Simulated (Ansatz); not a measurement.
A run on CH₄AlGaO, SMILES `[OH][Al]1[CH2][GaH]1` with other settings.

```yaml
crystal:
  periodic: [false, false, false]
  atoms:
    - {symbol: O, position_ang: [-0.925943, 1.765725, -1.510636]}
    - {symbol: Al, position_ang: [-0.531765, 0.556483, -0.443373]}
    - {symbol: C, position_ang: [0.962139, 0.092742, 0.457263]}
    - {symbol: Ga, position_ang: [-0.316361, -1.610755, 0.808342]}
    - {symbol: H, position_ang: [-1.796102, 1.911787, -1.707293]}
    - {symbol: H, position_ang: [2.212969, -0.105518, 0.136027]}
    - {symbol: H, position_ang: [0.895525, 0.357372, 1.227730]}
    - {symbol: H, position_ang: [-0.063988, -3.143182, 1.157022]}
basis:
  gaussian: {orbitals: pcseg-2}
total_charge: 1
magnetization: {spin_polarized: true, initial_magnetization: 1}
hamiltonian: {xc: {name: RPBE}, dispersion: d3bj, pseudopotentials: {relativity: none}}
output: {forces: true}
```

```sh
$ ansatz run in.yaml --threads 2 --pin off --events-out ev --progress --plain --max-ram 4352MiB
```

Output, abridged:

```
Functional definition: RPBE
1160 factors; their error is unknown
mean field evaluation 1: about -62072.0688 eV, gradient 1.0e2 eV
mean field evaluation 2: about -61769.9082 eV, gradient 1.9e2 eV
mean field evaluation 4: about -62078.7847 eV, gradient 7.1e1 eV
mean field evaluation 8: about -62113.7473 eV, gradient 1.3e0 eV
mean field evaluation 16: about -62113.7223 eV, gradient 2.6e-3 eV
mean field -62113.72234777 eV, -2282.6371940875 hartree, gradient 5.7e-5 eV, S^2 0.753376; 1 other end points of the search recorded, 0 dependent functions left out
reference -62113.72240818 eV, -2282.6371963075 hartree; 31, 30 occupied and 162, 163 virtual orbitals, 1160 factors
Total energy: -62114.85653645 eV, -2282.6788747525 hartree
Atom 0 at    -0.925943     1.765725    -1.510636 Å, force     2.936279    -0.575608     0.630294 eV/Å
Atom 1 at    -0.531765     0.556483    -0.443373 Å, force    -0.495480     1.131762    -1.028686 eV/Å
Atom 2 at     0.962139     0.092742     0.457263 Å, force     5.786140    -8.530934   -20.064494 eV/Å
Atom 3 at    -0.316361    -1.610755     0.808342 Å, force     1.080076    -0.985653     0.151294 eV/Å
Atom 4 at    -1.796102     1.911787    -1.707293 Å, force    -3.855518     1.055030    -1.292398 eV/Å
Atom 5 at     2.212969    -0.105518     0.136027 Å, force    -3.655255     0.253584     0.720165 eV/Å
Atom 6 at     0.895525     0.357372     1.227730 Å, force    -1.458051     7.348392    20.862059 eV/Å
Atom 7 at    -0.063988    -3.143182     1.157022 Å, force    -0.338191     0.303427     0.021767 eV/Å
Dipole moment:    -0.303756    -0.124867     0.142623 e Å
```

Hardware: 2 threads of an Arm Neoverse V2 on a shared host. Wall time 6 s, peak host memory 0.27 GiB.
